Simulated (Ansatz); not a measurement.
System: C$_{6}$H$_{7}$ (charge 0, doublet). It need not be the lowest isomer of its formula. 
Geometry from a B3LYP-D3(BJ)/def2-TZVP (Ansatz, a first-principles code) optimisation:
```
C
C 1 1.3565
H 2 1.0818 1 121.61
H 2 1.0820 3 117.30 1 -180.00
C 1 1.4207 2 127.61 3 -180.00
H 5 1.0802 1 124.57 2 0.00
C 5 1.4144 6 125.62 1 -180.00
C 7 1.3674 5 110.46 6 180.00
H 8 1.0794 7 126.32 5 -180.00
H 7 1.0812 8 125.07 9 0.00
C 8 1.5008 9 124.24 7 -180.00
H 11 1.0949 8 112.07 9 -59.78
H 11 1.0949 12 106.41 8 -122.83
```
Charge 0, spin multiplicity 2.

Total electronic energies in hartree. Correlated levels leave the core frozen unless marked. Open shells are spin-unrestricted. Spin-orbit coupling is left out. Non-relativistic unless marked X2C. CBS(X,Y): correlation extrapolated as X^-3; Hartree-Fock from the larger set. [CCSD(T)-MP2]/basis is that difference in the basis named.

The UHF reference is spin-contaminated (<S^2> 0.40 over the pure value in the largest basis). 

```
level                                                     program  energy (Eh)
-------------------------------------------------  --------------  -----------
HF/6-31G                                                   Ansatz   -231.15818
HF/6-31G*                                                  Ansatz   -231.24139
HF/cc-pwCVTZ                                               Ansatz   -231.32072
RI-HF/cc-pVTZ                                              Ansatz   -231.31896
BLYP-D4/def2-TZVPD                                 Ansatz + dftd4   -232.78054
BLYP/def2-TZVPD                                            Ansatz   -232.75589
revPBE-D3(BJ)/def2-TZVPD                           Ansatz + dftd3   -232.83140
B3LYP-D4/def2-TZVPD                                Ansatz + dftd4   -232.89239
B3LYP/def2-TZVPD                                           Ansatz   -232.87483
PBE0/6-31G*                                                Ansatz   -232.49965
CAM-B3LYP-D3(BJ)/def2-TZVPD                        Ansatz + dftd3            ?
B2GP-PLYP/def2-TZVPD                                       Ansatz   -232.59250
RPA@PBE/cc-pVTZ                                            Ansatz   -232.79971
RPA@PBE/cc-pVQZ                                            Ansatz   -232.92107
MP2/cc-pVTZ                                                Ansatz   -232.22860
SCS-MP2/cc-pwCVTZ                                          Ansatz   -232.23420
CCSD/CBS(cc-pVTZ,cc-pVQZ)                                  Ansatz    -232.3881
CCSD(T)/STO-3G                                             Ansatz   -228.83571
CCSD(T)/6-31G                                              Ansatz   -231.72098
CCSD(T)/cc-pVTZ                                            Ansatz   -232.33792
X2C-CCSD(T)/cc-pVTZ-DK                                     Ansatz   -232.42607
RI-MP2/CBS(cc-pVTZ,cc-pVQZ)+[CCSD(T)-MP2]/cc-pVDZ          Ansatz    -232.4516
CCSD(T)/CBS(cc-pVTZ,cc-pVQZ)                               Ansatz    -232.4423
```

Some entries are withheld; supply them.


- CAM-B3LYP-D3(BJ)/def2-TZVPD, energy (Eh): -232.73799
